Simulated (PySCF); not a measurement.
A GIAO shielding run with PySCF 2.14 (density fitting, non-relativistic, gas phase) on `CCC[Si@@H](F)P([SiH3])[SiH3]`, C3H14FPSi3:

```
$ OMP_NUM_THREADS=1 python probes_run.py task.json out

{"job": {"kind": "nmr", "xc": "PBE0", "basis": "pcSseg-1"}, "charge": 0, "multiplicity": 1}
C      3.807571    -0.080372    -0.498841
C      2.420809    -0.644295    -0.784434
C      1.364244    -0.041219     0.136527
Si    -0.367448    -0.746716    -0.164553
F     -0.322861    -2.330352     0.161292
P     -1.818295     0.143873     1.260094
Si    -2.083823     2.163047     0.364238
Si    -3.677154    -0.921202     0.648602
H      4.103229    -0.298657     0.525067
H      4.544168    -0.516365    -1.169884
H      3.814501     0.999461    -0.634364
H      2.154849    -0.441732    -1.823734
H      2.433724    -1.727792    -0.655151
H      1.646929    -0.229505     1.175188
H      1.353668     1.043274     0.012293
H     -0.755939    -0.756028    -1.574914
H     -3.191967     2.793643     1.076971
H     -2.377609     2.130967    -1.072081
H     -0.840301     2.901749     0.579377
H     -3.537346    -2.308544     1.077184
H     -4.779102    -0.253673     1.340492
H     -3.902258    -0.860175    -0.799439
```

Hardware: 1 thread of an Arm Neoverse N1, shared host. The job also computes population analyses, field gradients.

(1) How large is the calculation?

(2) How long does it take, and how much memory does it need?

## Answers

(1) 98 electrons, 234 basis functions and 1310 auxiliary functions.

(2) 94 s of wall time, with 12 SCF cycles and 4 response iterations; peak memory 1.1 GiB. Times on a shared host scatter by some tens of per cent.
